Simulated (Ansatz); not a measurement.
Geometry optimisation of CH₇B₂NOSi (`O[SiH2]N1BCB1`).

```yaml
crystal:
  periodic: [false, false, false]
  atoms:
    - {symbol: O, position_ang: [-2.149543, 0.156907, 1.772086]}
    - {symbol: Si, position_ang: [-0.647003, -0.576542, 1.685400]}
    - {symbol: N, position_ang: [0.080780, -0.291903, 0.098914]}
    - {symbol: B, position_ang: [1.392631, 0.043914, -0.427764]}
    - {symbol: C, position_ang: [1.004109, 0.092383, -1.965032]}
    - {symbol: B, position_ang: [-0.346978, 0.296084, -1.157899]}
    - {symbol: H, position_ang: [-2.162069, 1.113926, 1.596677]}
    - {symbol: H, position_ang: [-0.913147, -2.036986, 1.865423]}
    - {symbol: H, position_ang: [0.332837, -0.069987, 2.708724]}
    - {symbol: H, position_ang: [2.346845, 0.416242, 0.229948]}
    - {symbol: H, position_ang: [1.417704, 0.804055, -2.699858]}
    - {symbol: H, position_ang: [1.016484, -0.943904, -2.362708]}
    - {symbol: H, position_ang: [-1.352150, 0.961109, -1.329110]}
basis:
  gaussian: {orbitals: def2-TZVP}
hamiltonian: {xc: pbe0, dispersion: d4}
relax: {f_tol: 0.005, max_steps: 150}
```

```sh
$ ansatz run in.yaml --threads 4 --pin off --events-out ev --progress --plain --max-ram 10444MiB
```

Output, abridged:

```
Functional definition: PBE0
mean field -13913.22475577 eV, -511.3015790520 hartree, gradient 2.9e-5 eV, S^2 0.000000; 0 other end points of the search recorded, 0 dependent functions left out
relax step   1: F+E_penalty+E_count = -13913.47287145 eV  Δ(F+E_penalty+E_count) = +0.000e0 eV  max|allowed force component| = 9.575e-1 eV/Å  Δτ_max = 0.0000 Å  (28 SCF iters, accepted)
mean field -13913.28714651 eV, -511.3038718694 hartree, gradient 9.9e-6 eV, S^2 0.000000; 0 other end points of the search recorded, 0 dependent functions left out
relax step   2: F+E_penalty+E_count = -13913.53636488 eV  Δ(F+E_penalty+E_count) = -6.349e-2 eV  max|allowed force component| = 5.829e-1 eV/Å  Δτ_max = 0.0338 Å  (34 SCF iters, accepted)
mean field -13913.29952254 eV, -511.3043266803 hartree, gradient 9.5e-6 eV, S^2 0.000000; 0 other end points of the search recorded, 0 dependent functions left out
relax step   3: F+E_penalty+E_count = -13913.54963124 eV  Δ(F+E_penalty+E_count) = -1.327e-2 eV  max|allowed force component| = 1.158e-1 eV/Å  Δτ_max = 0.0212 Å  (33 SCF iters, accepted)
mean field -13913.30035870 eV, -511.3043574085 hartree, gradient 9.4e-6 eV, S^2 0.000000; 0 other end points of the search recorded, 0 dependent functions left out
relax step   4: F+E_penalty+E_count = -13913.55039194 eV  Δ(F+E_penalty+E_count) = -7.607e-4 eV  max|allowed force component| = 6.035e-2 eV/Å  Δτ_max = 0.0146 Å  (34 SCF iters, accepted)
mean field -13913.30122005 eV, -511.3043890626 hartree, gradient 9.4e-6 eV, S^2 0.000000; 0 other end points of the search recorded, 0 dependent functions left out
relax step   5: F+E_penalty+E_count = -13913.55117296 eV  Δ(F+E_penalty+E_count) = -7.810e-4 eV  max|allowed force component| = 4.121e-2 eV/Å  Δτ_max = 0.0166 Å  (34 SCF iters, accepted)
mean field -13913.30214060 eV, -511.3044228922 hartree, gradient 9.4e-6 eV, S^2 0.000000; 0 other end points of the search recorded, 0 dependent functions left out
relax step   6: F+E_penalty+E_count = -13913.55188909 eV  Δ(F+E_penalty+E_count) = -7.161e-4 eV  max|allowed force component| = 4.256e-2 eV/Å  Δτ_max = 0.0389 Å  (33 SCF iters, accepted)
mean field -13913.30231336 eV, -511.3044292411 hartree, gradient 9.4e-6 eV, S^2 0.000000; 0 other end points of the search recorded, 0 dependent functions left out
relax step   7: F+E_penalty+E_count = -13913.55201286 eV  Δ(F+E_penalty+E_count) = -1.238e-4 eV  max|allowed force component| = 3.737e-3 eV/Å  Δτ_max = 0.0140 Å  (34 SCF iters, accepted)
mean field -13913.30245508 eV, -511.3044344492 hartree, gradient 9.4e-6 eV, S^2 0.000000; 0 other end points of the search recorded, 0 dependent functions left out
relax step   8: F+E_penalty+E_count = -13913.55208904 eV  Δ(F+E_penalty+E_count) = -7.618e-5 eV  max|allowed force component| = 9.085e-3 eV/Å  Δτ_max = 0.0200 Å  (34 SCF iters, accepted)
mean field -13913.30258995 eV, -511.3044394055 hartree, gradient 9.4e-6 eV, S^2 0.000000; 0 other end points of the search recorded, 0 dependent functions left out
relax step   9: F+E_penalty+E_count = -13913.55214781 eV  Δ(F+E_penalty+E_count) = -5.877e-5 eV  max|allowed force component| = 1.130e-2 eV/Å  Δτ_max = 0.0242 Å  (32 SCF iters, accepted)
mean field -13913.30266304 eV, -511.3044420915 hartree, gradient 9.4e-6 eV, S^2 0.000000; 0 other end points of the search recorded, 0 dependent functions left out
relax step  10: F+E_penalty+E_count = -13913.55219728 eV  Δ(F+E_penalty+E_count) = -4.947e-5 eV  max|allowed force component| = 2.336e-2 eV/Å  Δτ_max = 0.0236 Å  (32 SCF iters, accepted)
mean field -13913.30274417 eV, -511.3044450731 hartree, gradient 9.4e-6 eV, S^2 0.000000; 0 other end points of the search recorded, 0 dependent functions left out
relax step  11: F+E_penalty+E_count = -13913.55225932 eV  Δ(F+E_penalty+E_count) = -6.204e-5 eV  max|allowed force component| = 3.223e-2 eV/Å  Δτ_max = 0.0150 Å  (33 SCF iters, accepted)
mean field -13913.30275250 eV, -511.3044453791 hartree, gradient 9.4e-6 eV, S^2 0.000000; 0 other end points of the search recorded, 0 dependent functions left out
relax step  12: F+E_penalty+E_count = -13913.55230355 eV  Δ(F+E_penalty+E_count) = -4.423e-5 eV  max|allowed force component| = 1.810e-2 eV/Å  Δτ_max = 0.0162 Å  (34 SCF iters, accepted)
mean field -13913.30277535 eV, -511.3044462189 hartree, gradient 9.4e-6 eV, S^2 0.000000; 0 other end points of the search recorded, 0 dependent functions left out
relax step  13: F+E_penalty+E_count = -13913.55234973 eV  Δ(F+E_penalty+E_count) = -4.618e-5 eV  max|allowed force component| = 2.062e-2 eV/Å  Δτ_max = 0.0108 Å  (34 SCF iters, accepted)
mean field -13913.30280292 eV, -511.3044472321 hartree, gradient 9.4e-6 eV, S^2 0.000000; 0 other end points of the search recorded, 0 dependent functions left out
relax step  14: F+E_penalty+E_count = -13913.55237046 eV  Δ(F+E_penalty+E_count) = -2.073e-5 eV  max|allowed force component| = 1.592e-2 eV/Å  Δτ_max = 0.0035 Å  (35 SCF iters, accepted)
mean field -13913.30282409 eV, -511.3044480099 hartree, gradient 9.4e-6 eV, S^2 0.000000; 0 other end points of the search recorded, 0 dependent functions left out
relax step  15: F+E_penalty+E_count = -13913.55238688 eV  Δ(F+E_penalty+E_count) = -1.642e-5 eV  max|allowed force component| = 6.952e-3 eV/Å  Δτ_max = 0.0081 Å  (33 SCF iters, accepted)
mean field -13913.30283125 eV, -511.3044482732 hartree, gradient 9.4e-6 eV, S^2 0.000000; 0 other end points of the search recorded, 0 dependent functions left out
relax step  16: F+E_penalty+E_count = -13913.55239066 eV  Δ(F+E_penalty+E_count) = -3.790e-6 eV  max|allowed force component| = 3.190e-3 eV/Å  Δτ_max = 0.0041 Å  (34 SCF iters, accepted)
mean field -13913.30283125 eV, -511.3044482732 hartree, gradient 8.6e-5 eV, S^2 0.000000; 1 other end points of the search recorded, 0 dependent functions left out
Total energy: -13913.55242855 eV, -511.3136208048 hartree
Atom 0 at    -2.084760     0.212485     1.802122 Å, force     0.002823     0.002239    -0.000224 eV/Å
Atom 1 at    -0.652804    -0.566994     1.638883 Å, force    -0.002785     0.000621    -0.002121 eV/Å
Atom 2 at     0.057379    -0.282456     0.081026 Å, force    -0.000880    -0.000695     0.002724 eV/Å
Atom 3 at     1.362726     0.078058    -0.409071 Å, force    -0.000360     0.000490    -0.002621 eV/Å
Atom 4 at     1.016943     0.090154    -1.945478 Å, force    -0.002065     0.001349     0.003190 eV/Å
Atom 5 at    -0.359286     0.242248    -1.193252 Å, force     0.002478    -0.001396    -0.001127 eV/Å
Atom 6 at    -2.091918     1.169412     1.756588 Å, force    -0.001689    -0.001306     0.000587 eV/Å
Atom 7 at    -0.974738    -2.002215     1.782720 Å, force     0.000420    -0.001496     0.000175 eV/Å
Atom 8 at     0.345391    -0.133981     2.650078 Å, force     0.001158     0.000335     0.000275 eV/Å
Atom 9 at     2.278366     0.460979     0.258955 Å, force     0.000717     0.000169     0.000491 eV/Å
Atom 10 at     1.411412     0.807087    -2.660026 Å, force     0.000873     0.000465    -0.000172 eV/Å
Atom 11 at     1.095659    -0.928575    -2.335330 Å, force     0.000443    -0.001739    -0.000947 eV/Å
Atom 12 at    -1.383871     0.819096    -1.412415 Å, force    -0.001133     0.000963    -0.000232 eV/Å
Dipole moment:     0.060548     0.185519     0.038273 e Å
```

It took 75 s on 4 threads of an Arm Neoverse V1 on a shared host, with 0.69 GiB of host memory at the peak.
